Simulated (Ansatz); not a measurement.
`B/C=C/C` + `N=C(F)S` → `B/N=C(/F)S` + `C=CC` at 500 K and 1 bar (ligand exchange at a B–C bond).

Calculated with Ansatz (gas phase, PBE0-D4/def2-TZVP geometries, no zero-point term in ΔE). CBS: MP2 limit from def2 TZ/QZ plus the TZ coupled-cluster correction, frozen cores. Double bonds are as drawn, so ΔE can hold a change between cis and trans. Each species was taken in one conformer, which may not be the lowest.

| species | CCSD(T)/CBS energy (Eh) | H − E (kJ/mol) | S (J/(mol·K)) |
| --- | --- | --- | --- |
| `B/C=C/C` | -143.12983 | 277.3 | 351.9 |
| `N=C(F)S` | -591.49692 | 116.7 | 326.3 |
| `B/N=C(/F)S` | -616.91068 | 155.6 | 381.0 |
| `C=CC` | -117.74610 | 238.4 | 304.6 |

H − E and S are ideal-gas, rigid-rotor, harmonic terms from PBE0-D4/def2-TZVP, for one conformer and one mirror image of each species. 1 Eh = 2625.50 kJ/mol, R = 8.31446 J/(mol·K).

Question: By hand: ΔE, ΔH, ΔS and ΔG.

Answer: ΔE = (-616.91068) + (-117.74610) − (-143.12983) − (-591.49692) = -0.03003 Eh = -78.8 kJ/mol. Δ(H − E) = 155.6 + 238.4 − 277.3 − 116.7 = 0.0, so ΔH = -78.8 kJ/mol. ΔS = 381.0 + 304.6 − 351.9 − 326.3 = 7.4 J/(mol·K). ΔG = -78.8 − 500 × (7.4)/1000 = -82.5 kJ/mol.

Question: By hand: the equilibrium constant, and the temperature at which ΔG would vanish if ΔH and ΔS stayed fixed.

Answer: log₁₀ K = −ΔG/(RT ln 10) = 8.6. ΔH and −TΔS have one sign here, so there is no such temperature.

The number of gas molecules stays the same, so ΔS is small and ΔH decides. A doubt of 5 kJ/mol in ΔE shifts log₁₀ K by 0.5 here. Other conformers and mirror images would add mixing entropy, several J/(mol·K) or more a flexible species. These are equilibria of isolated gas molecules and say nothing of rates. Largest T1 diagnostic: 0.015 (customary marks: 0.02 for closed shells, 0.045 for open ones).

ΔS is within the doubt of such terms, so its sign, and with it that verdict, could turn.
